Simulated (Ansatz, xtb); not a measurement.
## Relaxing a trial structure of GaGeH6P

The starting geometry of this gas-phase singlet was built from a drawn formula by distance geometry; its bonds are those of `[GaH3-][PH+]=[GeH2]`.

```xyz
9

Ga    1.0809    0.3335   -1.7011
Ge    0.9135   -0.5342    2.1134
P     0.1954    0.3928    0.4440
H     1.1793   -1.2580   -2.0915
H     2.4888    1.0300   -1.7436
H     0.0206    0.9337   -2.7720
H    -0.5204    1.5838    0.7671
H    -0.0722   -0.1368    3.1936
H     2.5211   -0.2268    2.3921
```

Task: Predict what becomes of its bonds when it is optimised with r2SCAN-D4/def2-SVP.

Result: It keeps its links, though one stretches towards breaking, and is `[GaH3-][PH+]=[GeH2]`. Distances that change by over a tenth: Ga1–P3 (2.32 → 2.56 Å).

The energy falls by 1.82 eV over 29 steps:

```json
{"step": "1", "E − E(last) (eV)": "1.816"}
{"step": "4", "E − E(last) (eV)": "0.085"}
{"step": "7", "E − E(last) (eV)": "0.031"}
{"step": "10", "E − E(last) (eV)": "0.029"}
{"step": "13", "E − E(last) (eV)": "0.029"}
{"step": "17", "E − E(last) (eV)": "0.027"}
{"step": "20", "E − E(last) (eV)": "0.018"}
{"step": "23", "E − E(last) (eV)": "0.007"}
{"step": "26", "E − E(last) (eV)": "0.001"}
{"step": "29", "E − E(last) (eV)": "0.000"}
```

Final geometry (Å):

```tsv
atom	x (Å)	y (Å)	z (Å)
Ga	1.1856	0.3078	-1.9706
Ge	1.0531	0.0658	2.1644
P	0.1292	0.6422	0.3337
H	0.4930	-1.0685	-2.2871
H	2.6603	0.3002	-1.4216
H	0.6527	1.5993	-2.6840
H	-1.2233	0.3847	0.7018
H	0.2860	-0.2326	3.4540
H	2.5704	0.1190	2.3114
```

From the same start GFN2-xTB ends elsewhere, at `[GaH2][PH][GeH3]`.

No frequencies were run, so the end isn't proven a minimum. Run with Ansatz 0.2.0, 93 s on 2 threads of Arm Neoverse V2, with other jobs on the host.
